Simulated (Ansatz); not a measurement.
C4H3S (SMILES [c-]1cccs1), charge -1, singlet, at a GFN2-xTB geometry (a gas-phase anion, which may not be bound at this level); CASSCF(6,4)/STO-3G run with Ansatz (a program for electronic structure).

Here is a job for Ansatz.
Ansatz 0.2 input:
```yaml
crystal:
  periodic: [false, false, false]
  atoms:
    - {symbol: S, position_ang: [-0.00082766, 0.05267305, 1.18469317]}
    - {symbol: C, position_ang: [-0.01458724, 1.38257716, -0.00751956]}
    - {symbol: C, position_ang: [0.01279089, -1.21209334, -0.00380212]}
    - {symbol: C, position_ang: [-0.00751256, 0.73867156, -1.22850840]}
    - {symbol: C, position_ang: [0.00746439, -0.68017748, -1.25133482]}
    - {symbol: H, position_ang: [0.02360557, -2.24376413, 0.30791021]}
    - {symbol: H, position_ang: [-0.01333077, 1.31026799, -2.15798828]}
    - {symbol: H, position_ang: [0.01403491, -1.28314000, -2.15802336]}
basis:
  gaussian:
    orbitals: STO-3G
hamiltonian:
  xc: hf
total_charge: -1
magnetization: {spin_polarized: false}
correlation: {active_space: {window: {electrons: 6, orbitals: 4}}}
```

Output, abridged:

```
Functional definition: HF
422 factors; integrals over basis functions are off by at most 3.0e-5 eV
mean field evaluation 1: about -14808.3003 eV, gradient 2.5e1 eV
mean field evaluation 2: about -14808.4915 eV, gradient 2.5e1 eV
mean field evaluation 4: about -14810.9328 eV, gradient 2.4e0 eV
mean field evaluation 8: about -14810.9873 eV, gradient 4.4e-2 eV
mean field -14810.98600502 eV, -544.2936964378 hartree, gradient 1.4e-6 eV, S^2 0.000000; 0 other end points of the search recorded, 0 dependent functions left out
reference -14810.98600502 eV, -544.2936964378 hartree; 22, 22 occupied and 10, 10 virtual orbitals, 422 factors
state -14811.92491630 eV, -544.3282007906 hartree
Total energy: -14811.92491630 eV, -544.3282007906 hartree
```
